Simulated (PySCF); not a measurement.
# Levels of Ca⁺ from EOM-EA-GCCSD

Reference: closed-shell Ca²⁺, [Ar]; one electron is added. Calculated with PySCF 2.14, two-component X2C-1e with screened spin-orbit coupling, x2c-TZVPPall-2c with one added diffuse shell each of s, p, d type (7s8p4d, 51 functions); frozen 1s2; all 84 virtual spinors kept. No Breit or QED terms. Binding energies in eV.

```
level  Koopmans
4s1/2    11.339
3d3/2     8.739
3d5/2     8.737
4p1/2     8.430
4p3/2     8.405
5s1/2     5.253
4d3/2     4.295
```

Q: How does correlation move these levels?

A: 4s1/2: second order 11.786, EOM-CCSD 11.786, NIST 11.872; 3d3/2: second order 9.038, EOM-CCSD 9.057, NIST 10.179; 3d5/2: second order 9.033, EOM-CCSD 9.051, NIST 10.172; 4p1/2: second order 8.668, EOM-CCSD 8.676, NIST 8.748; 4p3/2: second order 8.639, EOM-CCSD 8.647, NIST 8.721; 5s1/2: second order 5.377, EOM-CCSD 5.374, NIST 5.404; 4d3/2: second order 4.370, EOM-CCSD 4.378, NIST 4.825.

The screened spin-orbit operator tends to give fine-structure splittings of light species too large.

Gaps of this size point to the basis (7s8p4d), which has few functions of high l to correlate and polarise the inner shells.

The highest levels are limited by the diffuse functions of the basis.
